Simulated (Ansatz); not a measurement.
A nudged elastic band was laid between two geometries of C2H10OSSi2 (16 atoms, charge 0, multiplicity 1).

Method: Ansatz, RKS PBE0-D4/6-31G.

- movable images: 7
- climbing image: yes
- spring: 5.0 eV/Å²
- optimiser: quadratic models (default)
- start path: IDPP
- force threshold: 0.05 eV/Å
- iteration limit: 20
- end points: relaxed

Initial state:

```xyz
16
Properties=species:S:1:pos:R:3
C -0.594 -2.336 -0.698
S -1.769 -0.871 -0.591
Si -0.323 0.776 -0.090
C 1.274 0.492 -1.081
O -1.105 2.259 -0.519
Si 0.028 0.945 2.224
H -1.218 -3.205 -0.907
H -0.075 -2.487 0.251
H 0.123 -2.200 -1.509
H 1.931 1.360 -0.963
H 1.806 -0.393 -0.719
H 1.057 0.361 -2.146
H -1.502 2.398 -1.393
H 0.563 -0.374 2.717
H 1.042 2.009 2.540
H -1.262 1.244 2.927
```

Final state:

```xyz
16
Properties=species:S:1:pos:R:3
C 0.465 -2.290 -0.879
S -1.235 -1.513 -0.666
Si -0.644 0.559 -0.019
C 0.838 1.114 -1.070
O -2.033 1.561 -0.266
Si -0.243 0.656 2.290
H 0.284 -3.331 -1.148
H 1.027 -2.253 0.056
H 1.018 -1.798 -1.679
H 1.049 2.170 -0.872
H 1.732 0.533 -0.821
H 0.629 0.994 -2.138
H -2.501 1.593 -1.115
H -1.480 0.283 3.050
H 0.851 -0.327 2.620
H 0.221 2.026 2.702
```

Problem. Which bonds break or form, and what moves?

Solution. No bond is made or broken. The dihedral S2–Si3–Si6–H16 goes from -60 to 177°.

Problem. What energy profile does the band end with?

Solution. The run converged. The highest image is number 4 of 0 to 8, 1.2 kcal/mol above the ends, which have the same energy within 2 meV. A vibrational analysis at the climbing image gives one clearly imaginary mode, 108i cm⁻¹: a first-order saddle point. Limits of this set-up: no polarisation functions.

```tsv
image	path coordinate (Å)	energy (kcal/mol)	dihedral S2–Si3–Si6–H16 (°)
0	0.00	0.0	-60
1	0.61	0.2	-76
2	1.22	0.6	-91
3	1.83	1.0	-106
4	2.44	1.2	-122
5	3.05	1.0	-137
6	3.67	0.6	-153
7	4.28	0.2	-168
8	4.90	0.0	177
```

Problem. What is the geometry of the highest image?

Solution. 
```xyz
16
Properties=species:S:1:pos:R:3:forces:R:3
C 0.286 -2.337 -0.874 -0.01 -0.01 0.00
S -1.347 -1.429 -0.656 0.02 0.00 -0.01
Si -0.600 0.594 -0.018 -0.03 -0.01 -0.02
C 0.918 1.024 -1.075 -0.01 0.00 0.00
O -1.918 1.682 -0.295 0.02 0.01 0.03
Si -0.179 0.723 2.298 -0.01 0.00 0.02
H 0.024 -3.356 -1.155 0.01 0.00 0.00
H 0.847 -2.357 0.062 0.00 0.00 0.00
H 0.880 -1.881 -1.666 0.00 0.00 0.00
H 1.207 2.064 -0.892 0.00 0.00 0.00
H 1.768 0.383 -0.816 0.00 0.00 0.00
H 0.702 0.904 -2.142 0.00 0.00 0.01
H -2.381 1.718 -1.147 0.00 0.00 0.00
H -0.504 -0.586 2.959 -0.01 0.00 -0.01
H 1.278 1.020 2.545 0.00 0.01 -0.02
H -1.003 1.813 2.915 0.00 0.01 -0.01
```

Problem. What are the harmonic wavenumbers there?

Solution. 108i, 22, 107, 135, 140, 150, 184, 207, 225, 235, 307, 385, 485, 505, 519, 680, 689, 760, 825, 850, 875, 909, 921, 951, 1004, 1018, 1358, 1406, 1500, 1505, 1524, 1527, 2170, 2197, 2215, 3075, 3102, 3180, 3182, 3209, 3226, 3787 cm⁻¹.

Time of the run: 4.6 min on 1 thread of Arm Neoverse V1 (shared host), peak memory 0.23 GiB.
